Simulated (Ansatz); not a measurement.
Geometry optimisation, RHF/6-31G* in Ansatz.

Input:

```yaml
crystal:
  periodic: [false, false, false]
  atoms:
    - { symbol: Al, position_ang: [-0.185861, 0.28324, -0.477267] }
    - { symbol: "N", position_ang: [0.159863, 0.065932, 2.599115] }
    - { symbol: H, position_ang: [-0.532231, -0.317615, 3.215202] }
    - { symbol: H, position_ang: [0.998024, 0.215534, 3.128926] }
    - { symbol: H, position_ang: [1.313001, 0.317808, -0.984374] }
    - { symbol: H, position_ang: [-1.191653, -0.884858, -0.835672] }
    - { symbol: O, position_ang: [-0.831666, 1.725819, 0.26957] }
    - { symbol: Al, position_ang: [-1.868875, 3.052048, 0.29121] }
    - { symbol: H, position_ang: [-2.974593, 3.211778, -0.850098] }
    - { symbol: H, position_ang: [-1.729149, 4.092834, 1.478468] }
    - { symbol: H, position_ang: [-0.181961, 0.97468, 2.257119] }
basis:
  gaussian: { orbitals: "6-31G*" }
hamiltonian:
  xc: hf
relax:
  f_tol: 0.03
  max_steps: 50
output:
  orbitals: {}
```

Launched with:

```bash
$ ansatz run input.yaml --threads 1 --pin off --max-ram 2048MiB --backend cpu --events-out ev --progress --plain --runs-dir out
```

Where does it end, and by what steps?

The run converged. The force dipped under the threshold on the way, but the program's further checks kept it going. After 15 steps the energy has fallen by 0.947 eV; H4 moved furthest, 0.99 Å. Joined: Al1–N2 (3.10 → 2.09 Å).

| step | energy less start (eV) | largest force component (eV/Å) | accepted |
| --- | --- | --- | --- |
| 0 | 0.0000 | 1.012 | yes |
| 1 | -0.2120 | 1.478 | yes |
| 2 | -0.4720 | 1.968 | yes |
| 3 | -0.7436 | 1.614 | yes |
| 4 | -0.8828 | 0.741 | yes |
| 5 | -0.9307 | 0.344 | yes |
| 6 | -0.9030 | 0.394 | no |
| 7 | -0.9407 | 0.075 | yes |
| 8 | -0.9441 | 0.026 | yes |
| 9 | -0.9452 | 0.053 | yes |
| 10 | -0.9451 | 0.101 | no |
| 11 | -0.9458 | 0.030 | yes |
| 12 | -0.9463 | 0.011 | yes |
| 13 | -0.9466 | 0.049 | yes |
| 14 | -0.9467 | 0.033 | yes |
| 15 | -0.9469 | 0.007 | yes |

```xyz
11
Properties=species:S:1:pos:R:3
Al -0.301 0.354 0.227
N 0.267 0.037 2.212
H -0.341 -0.613 2.678
H 1.210 -0.295 2.303
H 1.137 0.428 -0.476
H -1.206 -0.941 -0.036
O -1.126 1.848 0.461
Al -2.008 3.226 0.112
H -2.539 3.516 -1.354
H -2.315 4.257 1.281
H 0.196 0.921 2.686
```

Whether the end is a true minimum wasn't checked by a vibrational analysis.

Time of the run: 29 s on 1 thread of Arm Neoverse V1, with other jobs on the host, peak memory 0.14 GiB.
